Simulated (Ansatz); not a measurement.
# Worked example: SiH(CH3)(OH)2 + SiH2(OH)(SiH3) → Si(CH3)(OH)2(SiH3) + SiH3(OH)

Species: SiH(CH3)(OH)2, singlet; SiH2(OH)(SiH3) (disilanol), singlet; Si(CH3)(OH)2(SiH3), singlet; SiH3(OH) (silanol), singlet. The partners trade H for SiH3; both sit on Si, so the bond types are kept.

Shapes, held fixed at every level: PBE0-D4/def2-TZVP. Flexible molecules stand in one conformer, not always the lowest. Programs: Ansatz 0.2.0. Electronic energies: no zero-point or thermal term.

At CCSD(T)/CBS estimate; 1 Eh = 2625.50 kJ/mol:

```
           species  energy (Eh)
     SiH(CH3)(OH)2  -481.210218
    SiH2(OH)(SiH3)  -656.967893
Si(CH3)(OH)2(SiH3)  -771.483899
          SiH3(OH)  -366.690417
```

Question: Work out ΔE of the reaction at this level.

Answer: 
1. Products less reactants: (-771.483899) + (-366.690417) − [(-481.210218) + (-656.967893)] = 0.003795 Eh = +10.0 kJ/mol.

Other levels give +9.5 (MP2/def2-TZVPP) to +11.6 kJ/mol (HF/def2-TZVPP). No measured value is set beside it here. The CBS estimate extrapolates MP2 from def2-TZVPP and def2-QZVPP and adds CCSD(T) − MP2 in the triple-zeta set, cores frozen.
